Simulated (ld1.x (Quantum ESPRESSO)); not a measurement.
## PBE ultrasoft dataset for Ge, scalar-relativistic all-electron reference.

| Quantity | Value |
| --- | --- |
| Element | Ge |
| Generator | ld1.x (Quantum ESPRESSO) 7.5 |
| Type | ultrasoft |
| Functional | PBE |
| Relativity | scalar-relativistic |
| Frozen core | [Ar] 3d10 |
| Valence charge | 4 |
| Reference configuration | 4s1.75 4p2.25 |
| Partial waves | 4s (bound): rcut 1.55, rcutus 1.65 bohr; 4s channel at 2.95 Ry: rcut 1.55, rcutus 1.65 bohr; 4p (bound): rcut 1.85, rcutus 2.45 bohr; 4p channel at 3.75 Ry: rcut 1.85, rcutus 2.45 bohr; 4d channel at 0.2 Ry: rcut 2.15, rcutus 2.30 bohr |
| Local potential | all-electron potential smoothed inside 2.15 bohr (lloc = -1) |
| Core correction | none |
| Augmentation charge | PSQ, radius 1.30 bohr |

All-electron outer shells of the reference configuration (PBE, scalar-relativistic, ld1.x):

| shell | level (eV) | outermost node (bohr) | outermost maximum (bohr) |
| --- | --- | --- | --- |
| 3p | -116.08 | 0.23 | 0.54 |
| 3d | -29.76 | – | 0.50 |
| 4s | -11.98 | 0.77 | 1.73 |
| 4p | -4.07 | 0.82 | 2.19 |

Problem. Does the generator finish with these settings?

Solution. Yes, a potential is produced and its reference levels are reproduced.

Problem. Estimate the cutoffs (Ry, on a coarse ladder) from which the occupation-weighted sum of valence levels, in a spherical-Bessel basis at the reference potential, stays within 10 and 1 mRy of its value at 400 Ry.

Solution. 12 Ry and 15 Ry.

Problem. What does a ghost test show?

Solution. No extra level below or beside the all-electron valence levels (s, p, d, f tested).

Problem. Is the overlap operator S = 1 + Σ q|β⟩⟨β| positive definite (Bessel basis up to 400 Ry)?

Solution. Yes: its lowest eigenvalue is 0.45 (s channel).

Problem. Which valence shell sets the plane-wave cutoff?

Solution. 4s: its level needs 15 Ry to come within 1 mRy, against 10 Ry for 4p.

Problem. Tests: 4s2 4p2; 4s2 4p1; 4s2 4p0; 4s1 4p2; 4s2 4p1.5; 4s1 4p3; 4s1 4p0. Which has the largest error in its energy relative to the reference configuration, and how large is it?

Solution. 4s1 4p0, with +40 meV (all-electron minus pseudo) on +55.71 eV.
